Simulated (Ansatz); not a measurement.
`CO[SiH](C)[SeH]` + `C#C` → `C#C[SiH](C)OC` + H₂Se  (formal exchange of groups at the Si–Se bond)

Computed with Ansatz on PBE0-D4/def2-TZVP structures; ΔE is electronic, products minus reactants. CCSD(T)/CBS is the MP2 limit (def2-TZVPP, def2-QZVPP) plus CCSD(T) − MP2 in def2-TZVPP, frozen cores. This one scheme is used for every species. Functionals use def2-TZVPP. For Se outer-core shells are correlated without core-valence functions, which leaves a few kJ/mol of doubt a bond. Scalar relativity is left out up to krypton. One conformer a species, not always the lowest.

`CO[SiH](C)[SeH]`:

Cartesian coordinates in Å:
```
C -1.757 0.362 1.169
O -0.908 -0.466 0.409
Si 0.362 0.088 -0.467
C 1.206 -1.397 -1.180
Se 1.870 1.238 0.819
H -1.201 0.873 1.963
H -2.525 -0.265 1.625
H -2.249 1.115 0.542
H -0.123 1.049 -1.494
H 2.007 -1.097 -1.858
H 1.635 -2.015 -0.388
H 0.487 -2.006 -1.734
H 1.194 2.521 0.594
```

`C#C`:

Cartesian coordinates in Å:
```
C 0.188 0.549 -0.146
C -0.188 -0.549 0.146
H 0.523 1.526 -0.405
H -0.523 -1.526 0.405
```

`C#C[SiH](C)OC`:

```xyz
14

C     0.798   -2.477    0.986
C     0.401   -1.529    0.353
Si   -0.204   -0.083   -0.601
C     0.959    0.325   -1.982
O    -0.294    1.227    0.381
C    -1.059    1.253    1.564
H     1.150   -3.315    1.543
H    -1.560   -0.444   -1.097
H     0.594    1.187   -2.546
H     1.950    0.561   -1.589
H     1.051   -0.522   -2.665
H    -0.959    2.243    2.012
H    -0.707    0.505    2.282
H    -2.120    1.069    1.359
```

H₂Se:

Z-matrix (Å, degrees):
```
Se
H 1 1.467
H 1 1.467 2 91.2
```

(1) Is it downhill or uphill in electronic energy at CCSD(T)/CBS, and by how much? (An estimate is asked.)

(2) What do these levels give: PBE-D4, ωB97M-V, PBE, SCS-MP2/def2-TZVPP, CCSD/def2-TZVPP, CCSD/CBS(def2)? (An estimate is asked.)

Largest T1 diagnostic among the species: 0.013.

## Answers

(1) The calculation gave: Uphill: ΔE = +0.30 eV.

(2) The calculation gave: PBE-D4 0.31, ωB97M-V 0.28, PBE 0.29, SCS-MP2/def2-TZVPP 0.23, CCSD/def2-TZVPP 0.24, CCSD/CBS(def2) 0.30 eV.

The D4 term adds +0.04 eV with B3LYP and +0.02 eV with PBE0; it sums over pairs of atoms, weighted by their polarisabilities, and B3LYP, whose exchange is more repulsive, gets the larger term. In def2-TZVPP, CCSD(T) changes the Hartree–Fock value by +0.05 eV (the triples alone add +0.01 eV) and MP2 by +0.08 eV.

B3LYP here is the variant with VWN-RPA as its local correlation; programs differ in this.
